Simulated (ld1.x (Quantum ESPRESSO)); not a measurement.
The numbers below are computed, except where a source is named.
Hardness and transferability of assorted potentials

Generated with ld1.x 7.5 (TM, RRKJ, ultrasoft, PAW), atompaw 4.2 or ONCVPSP 4.0.1. The cutoff is in Ry: for ld1.x and atompaw files where the sum of valence levels is converged to 10 mRy in a Bessel basis, for ONCV files where the hardest occupied wave has 1 mHa per electron of residual kinetic energy. The error is the largest all-electron minus pseudo excitation energy over each file’s own four to seven test configurations (ionisations up to +4, promotions, holes and added fractions of an electron), all of which were solved. The labels leave out finer settings (local radius, basis sizes, second energies), which also bear on the numbers. Spin-polarised tests are not counted. The rows are a selection from randomly drawn settings: files with unsolved tests, undetermined cutoffs or missed reference levels are left out.

A true bound ghost makes a file unfit for plane-wave use even where its test errors are small: the radial tests pick states by their node count and pass the ghost by.

| element | potential | cutoff (Ry) | largest error (meV) | bound ghosts |
| --- | --- | --- | --- | --- |
| N | PAW, PBE, scalar-relativistic, rc 1.10/1.40/1.15 (spd), local smoothed, core correction yes, reference 2s2 2p3 | 35 | +2.7 | none |
| Sb | TM, PBE, scalar-relativistic, rc 1.45/1.75/1.40 (spd), local smoothed, core correction yes, reference 5s2 5p2 | 55 | -489 | s, d |
| Hf | TM, PBEsol, scalar-relativistic, rc 1.50/2.10/2.35 (spd), local s, core correction no, reference 5s2 5p6 5d1 6s0 6p0 | 70 | +1192 | none |

Q: Fill in the row for Zn: TM, BP86, scalar-relativistic, rc 1.15/0.95/1.15 (spd), local smoothed, core correction no, reference 3s2 3p6 3d10 4s0 4p0.

A: cutoff 200 Ry, largest error -193 meV, bound ghosts: none.

Q: Fill in the row for Ne: PAW, LDA (PZ), scalar-relativistic, rc 0.60/1.25/1.15 (spd), local smoothed, core correction yes, reference 2s2 2p5.

A: cutoff 90 Ry, largest error +20 meV, bound ghosts: none.

Q: Fill in the row for Ru: TM, PBEsol, scalar-relativistic, rc 1.55/1.45/1.40 (spd), local smoothed, core correction yes, reference 4s2 4p6 4d7 5s0 5p0.

A: cutoff 70 Ry, largest error +1840 meV, bound ghosts: none.
